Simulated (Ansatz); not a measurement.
Start from `[Cl][Sn]([Cl])([Cl])[Cl]` and change one element to get `Cl[Si](Cl)(Cl)Cl`.

Ansatz, PBE0-D4/def2-TZVP geometries, multiplicity 1. 

Elements past krypton have def2 core potentials.

| property | `[Cl][Sn]([Cl])([Cl])[Cl]` |
| --- | --- |
| size of the dipole moment (B3LYP/def2-TZVPP) / D | 0.00 |
| HOMO energy (PBE/def2-TZVPP) / eV | -8.31 |
| HOMO–LUMO gap (PBE/def2-TZVPP) / eV | 4.24 |
| HOMO–LUMO gap (ωB97M-V/def2-TZVPP) / eV | 10.93 |
| LUMO energy (ωB97M-V/def2-TZVPP) / eV | -1.12 |
| HOMO energy (PBE0/def2-TZVPP) / eV | -9.78 |

(1) What does the change do to each property? (Estimate.)

## Answers

(1) The calculation gave: 
```json
{"property": "size of the dipole moment (B3LYP/def2-TZVPP) / D", "`Cl[Si](Cl)(Cl)Cl`": "0.00", "shift": "0.00"}
{"property": "HOMO energy (PBE/def2-TZVPP) / eV", "`Cl[Si](Cl)(Cl)Cl`": "-8.10", "shift": "0.21"}
{"property": "HOMO–LUMO gap (PBE/def2-TZVPP) / eV", "`Cl[Si](Cl)(Cl)Cl`": "6.52", "shift": "2.28"}
{"property": "HOMO–LUMO gap (ωB97M-V/def2-TZVPP) / eV", "`Cl[Si](Cl)(Cl)Cl`": "13.31", "shift": "2.38"}
{"property": "LUMO energy (ωB97M-V/def2-TZVPP) / eV", "`Cl[Si](Cl)(Cl)Cl`": "1.54", "shift": "2.66"}
{"property": "HOMO energy (PBE0/def2-TZVPP) / eV", "`Cl[Si](Cl)(Cl)Cl`": "-9.54", "shift": "0.24"}
```

With PBE0 the HOMO rises by 0.24 eV and the LUMO rises by 2.63 eV, so the gap widens by about 2.39 eV. PBE moves the HOMO by 0.21 eV and ωB97M-V by 0.28 eV.

B3LYP here is the variant with VWN-RPA as its local correlation; programs differ in this.
